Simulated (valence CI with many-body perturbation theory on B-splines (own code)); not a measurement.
**I3+: electric-dipole lines**

Method: configuration interaction combined with many-body perturbation theory (CI+MBPT): four valence electrons over a frozen Dirac-Fock core [Kr] 4d10, a basis of 11 s, 11 p, 10 d, 8 f, 5 g, 2 h functions for each j, with the one-electron correlation potential Σ1 (screened to all orders), the two-electron term Σ2, the three-electron term Σ3, Breit, model QED; selected single and double excitations, second order for the rest (own B-spline code, finite nucleus).

No measured levels were compared; by estimate levels hold to about 250 cm⁻¹ or 0.2 % of their energy and the worst to 1 %, as in measured heavy ions of charge 2 to 7; those with d or f electrons hold less well. Among the levels kept, up to 760 cm⁻¹ of a level comes from second order outside the variational space, and about a tenth of that is noise between levels of different J, which matters for small intervals.

Lines 51 to 100 of 541 in falling wavelength, among levels below 269141 cm⁻¹, chosen from the strongest by gf and those to the six lowest levels. Wavelengths and rates use the calculated energies, so an error of 200 cm⁻¹ moves a line at 739.9 nm by 1.5 % and its rate by three times that or more. Electric multipoles are in the length gauge, E1 and E2 with the static RPA response of the core. Weak lines are less certain than strong ones. Lines between different terms over intervals too small for the method are left out, as are lines whose strength nearly cancels. Where a level lies close to another of its J and parity, the split of strength between their lines is uncertain. The highest levels of a list are the least certain.

Names give the largest LS component (configuration and term), which can be under half, so a name can repeat, a term be missing and a line seem to break the LS rules; names also repeat where a configuration has a term twice. Letters in brackets count levels of one name in rising energy.

```tsv
λ vac (nm)	Upper	Lower	A (s⁻¹)	log gf	Branch %
739.9	5s²5p7p ³D_3	5s²5p7s ³P°_2	2.29e+07	0.12	1.8
738.8	5s5p²5d ³P_1 [b]	5s²5p7s ¹P°_1	1.28e+07	-0.50	0.1
737.8	5s²5p7p ³D_2	5s²5p7s ³P°_1	3.38e+07	0.14	4.1
716.3	5s²5p5g ³F°_4 [a]	5s5p²6s ⁵P_3 [a]	1.31e+07	-0.04	1.3
714.7	5s²5p7p ³P_1	5s²5p6d ³D°_2	2.89e+07	-0.18	1.3
714.3	5s²5p5g ³G°_3 [a]	5s²5p5f ³F_2	3.08e+07	0.22	3.0
712.9	5s²5p7p ³S_1	5s²5p7s ³P°_2	5.83e+07	0.13	1.6
712.1	5s²5p7p ³D_2	5s²5p6d ³D°_1	3.04e+07	0.06	3.7
711.7	5s²5p7p ³P_2	5s²5p6d ¹F°_3	2.40e+07	-0.04	1.9
707.0	5s²5p5g ³F°_3	5s²5p5f ¹D_2	1.22e+07	-0.19	1.5
703.8	4f5s5p² ⁵G°_5	5s²5p5f ³G_4 [b]	1.40e+07	0.06	1.8
702.7	5s²5p5f ³D_3 [b]	5s²5p6d ³P°_2	9.93e+06	-0.29	0.3
701.0	5s²5p7p ³S_1	5s²5p6d ³P°_0	1.61e+07	-0.45	0.4
697.8	5s²5p7p ¹D_2	5s²5p6d ³P°_2	1.80e+07	-0.18	1.8
694.6	5s²5p5f ³D_1 [a]	5s²5p7s ¹P°_1	1.99e+07	-0.36	0.5
694.5	5s²5p7p ³D_2	5s²5p6d ³F°_3	4.05e+07	0.17	4.9
694.1	5s²5p5g ¹F°_3	5s²5p5f ¹D_2	2.93e+07	0.17	3.2
692.0	5s²5p5f ³D_2	5s²5p6d ³P°_1	2.23e+07	-0.10	1.2
685.4	5s²5p7p ³D_1	5s²5p6d ³F°_2	4.55e+07	-0.02	2.0
681.0	5s²5p7p ³P_2	5s²5p7s ³P°_2	1.74e+07	-0.22	1.3
678.9	5s²5p5f ³D_2	5s²5p6d ³P°_2	2.72e+07	-0.03	1.4
678.0	5s²5p7p ³D_3	5s²5p6d ³P°_2	3.45e+07	0.22	2.8
673.4	5s²5p5f ³F_2	5s²5p7s ³P°_1	3.40e+07	0.06	1.2
672.6	5s²5p5g ³G°_5	5s²5p5f ³G_4 [b]	1.18e+07	-0.06	1.4
672.6	5s²5p5f ¹F_3	5s²5p6d ¹D°_2	5.81e+07	0.44	3.3
672.4	5s²5p5g ³F°_2	5s²5p5f ³D_1 [b]	2.14e+07	-0.14	2.1
672.2	5s²5p7p ¹P_1	5s²5p6d ¹D°_2	4.62e+07	-0.03	3.2
672.2	5s²5p5f ³G_3	5s²5p6d ³F°_2	5.59e+07	0.42	2.1
669.6	5s²5p5f ¹D_2	5s²5p6d ¹F°_3	9.56e+06	-0.49	0.5
667.9	5s²5p5f ³D_1 [b]	5s²5p7s ³P°_2	2.02e+07	-0.39	0.4
667.9	5s²5p7p ³P_0	5s²5p7s ³P°_1	6.24e+07	-0.38	14.6
666.5	5s²5p5f ³D_3 [a]	5s²5p6d ³F°_2	1.04e+07	-0.32	0.4
665.4	5s²5p5g ³F°_3	5s²5p7p ³P_2	1.65e+07	-0.11	2.1
664.7	5s²5p7p ¹S_0	5s²5p6d ¹P°_1	1.39e+08	-0.03	39.1
660.1	5s²5p5g ³H°_6	5s²5p5f ³G_5	7.79e+07	0.82	7.2
659.5	5s²5p5g ³F°_2	5s²5p5f ³D_1 [a]	4.10e+07	0.13	4.1
657.5	5s²5p5f ³D_1 [b]	5s²5p6d ³P°_0	2.43e+07	-0.33	0.5
656.4	5s²5p5g ³F°_4 [b]	5s²5p7p ³D_3	1.77e+07	0.01	1.7
655.4	5s²5p5f ³D_3 [b]	5s²5p6d ³F°_4	2.14e+07	-0.02	0.6
654.8	5s²5p5g ³G°_3 [b]	5s²5p5f ³D_2	6.32e+07	0.45	6.2
654.2	5s²5p5f ¹D_2	5s²5p7s ¹P°_1	2.92e+07	-0.03	1.5
654.0	5s²5p7p ¹D_2	5s²5p6d ³D°_3	2.64e+07	-0.07	2.6
654.0	5s²5p5g ¹F°_3	5s²5p7p ³P_2	6.65e+06	-0.53	0.7
653.8	5s²5p5g ³G°_3 [a]	5s²5p7p ³D_2	3.01e+07	0.13	3.0
651.9	5s²5p5f ³F_2	5s²5p6d ³D°_1	2.04e+07	-0.19	0.7
646.8	5s²5p7p ³P_0	5s²5p6d ³D°_1	8.51e+07	-0.27	20.0
639.6	5s²5p5f ³D_1 [a]	5s²5p6d ³P°_1	3.14e+07	-0.24	0.8
639.4	5s²5p7p ³P_2	5s²5p6d ³P°_1	2.66e+07	-0.09	2.1
637.2	5s²5p5f ³F_2	5s²5p6d ³F°_3	2.28e+07	-0.16	0.8
636.9	5s²5p5f ¹G_4	5s²5p6d ¹F°_3	7.02e+07	0.58	3.1
```
